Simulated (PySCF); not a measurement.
Cr(O)(OH)4 (CrH₄O₅), SMILES [O]=[Cr]([OH])([OH])([OH])[OH], multiplicity 1.

Coordinates come from a B3LYP-D3(BJ)/def2-SVP optimisation. The multiplicity is an assumed one; other spin states were not compared. One conformer was computed; it need not be the lowest.

Two levels are set side by side: TDDFT-PBE/def2-SVPD (PySCF) and TDDFT-PBE0/def2-SVPD (PySCF). Vertical, same geometry. The lowest singlet is HOMO→LUMO+1 99 % with PBE and HOMO→LUMO+1 89 % with the other functional; states are paired by order. Differences are taken from unrounded values.

| quantity | TDDFT-PBE |
|---|---|
| lowest singlet excitation (eV) | 2.31 |
| lowest triplet excitation (TDA) (eV) | 1.88 |

These are the TDDFT-PBE values. What does TDDFT-PBE0 give? (An estimate is asked for; the answer gives what the named calculation found.)


```tsv
quantity	TDDFT-PBE0	TDDFT-PBE minus TDDFT-PBE0
lowest singlet excitation (eV)	2.63	-0.32
lowest triplet excitation (TDA) (eV)	2.13	-0.25
```

Functionals without exact exchange tend to place singlet excitations lower, as here. Differences between two approximate levels are no errors against the true value.

Rough cost on one machine, each run with all the roots and properties that it gave: TDDFT-PBE0 against TDDFT-PBE about 4 times.
